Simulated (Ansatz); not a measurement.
`C[Se][In]([F])[F]` + H–F → `[F][In]([F])[F]` + `C[SeH]` at 298.15 K and 1 bar (ligand exchange at the In–Se bond).

Isolated molecules relaxed with PBE0-D4/def2-TZVP in Ansatz; ΔE leaves out vibrations. CBS: MP2 limit from def2 TZ/QZ plus the TZ coupled-cluster correction, frozen cores. This one scheme is used for every species. def2 core potentials past Kr. For In, Se outer-core shells are correlated without core-valence functions, which leaves a few kJ/mol of doubt a bond. Scalar relativity is left out up to krypton. Each species was taken in one conformer, which may not be the lowest.

```
            species  CCSD(T)/CBS energy (Eh)  H − E (kJ/mol)  S (J/(mol·K))
`C[Se][In]([F])[F]`              -2830.05920           133.4          407.2
                H–F               -100.39570            33.5          173.6
  `[F][In]([F])[F]`               -489.26665            30.0          309.9
           `C[SeH]`              -2441.15625           129.5          267.5
```

H − E and S are ideal-gas, rigid-rotor, harmonic terms from PBE0-D4/def2-TZVP, for one conformer and one mirror image of each species. 1 Eh = 2625.50 kJ/mol, R = 8.31446 J/(mol·K).

Q: By hand: ΔE, ΔH, ΔS and ΔG.

A: ΔE = (-489.26665) + (-2441.15625) − (-2830.05920) − (-100.39570) = 0.03200 Eh = 84.0 kJ/mol. Δ(H − E) = 30.0 + 129.5 − 133.4 − 33.5 = -7.4, so ΔH = 76.6 kJ/mol. ΔS = 309.9 + 267.5 − 407.2 − 173.6 = -3.4 J/(mol·K). ΔG = 76.6 − 298.15 × (-3.4)/1000 = 77.6 kJ/mol.

Q: By hand: the equilibrium constant, and the temperature at which ΔG would vanish if ΔH and ΔS stayed fixed.

A: log₁₀ K = −ΔG/(RT ln 10) = -13.6. ΔH and −TΔS have one sign here, so there is no such temperature.

The number of gas molecules stays the same, so ΔS is small and ΔH decides. A doubt of 5 kJ/mol in ΔE shifts log₁₀ K by 0.9 here. Other conformers and mirror images would add mixing entropy, several J/(mol·K) or more a flexible species. Modes under 60 cm⁻¹, often nearly free rotors, make the harmonic entropy too high. These are equilibria of isolated gas molecules and say nothing of rates. Largest T1 diagnostic: 0.018 (customary marks: 0.02 for closed shells, 0.045 for open ones).

ΔS is within the doubt of such terms, so its sign, and with it that verdict, could turn.
